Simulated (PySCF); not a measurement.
From results back to the method.

Compound: 2-fluoropyridine, C₅H₄FN.
SMILES: `c1ccc(F)nc1`

The closed-shell ground state was solved 7 times with PySCF (density fitting, gas phase), always in the pcJ-1 basis (229 functions), with these functionals: B3LYP, BHandHLYP, CAM-B3LYP, HF, KT2, LDA and PBE0. Geometry: PBE0-D3(BJ)/def2-SVP; no solvent, vibrations or thermal averaging.

```tsv
row	total energy (Eh)	HOMO (eV)	LUMO (eV)	dipole (D)
P	-347.3801	-8.91	0.02	3.37
Q	-347.1472	-7.69	-1.11	3.30
R	-353.2451	-6.60	-1.95	3.06
S	-345.5406	-9.74	2.55	3.71
T	-344.7163	-6.65	-2.27	3.20
U	-347.5377	-7.46	-1.29	3.28
V	-347.3392	-8.55	-0.05	3.51
```

**Question.** Which functional belongs to which row?

**Answer.** P = CAM-B3LYP, Q = PBE0, R = KT2, S = HF, T = LDA, U = B3LYP, V = BHandHLYP. By rising HOMO–LUMO gap: LDA (LDA) 4.38 eV; KT2 (GGA) 4.65 eV; B3LYP (global hybrid, 20 % exact exchange) 6.17 eV; PBE0 (global hybrid, 25 % exact exchange) 6.58 eV; BHandHLYP (global hybrid, 50 % exact exchange) 8.50 eV; CAM-B3LYP (range-separated hybrid) 8.93 eV; HF (all exact exchange) 12.29 eV. Total energies of different functionals aren't bounds to one another; each is stationary for its own functional.
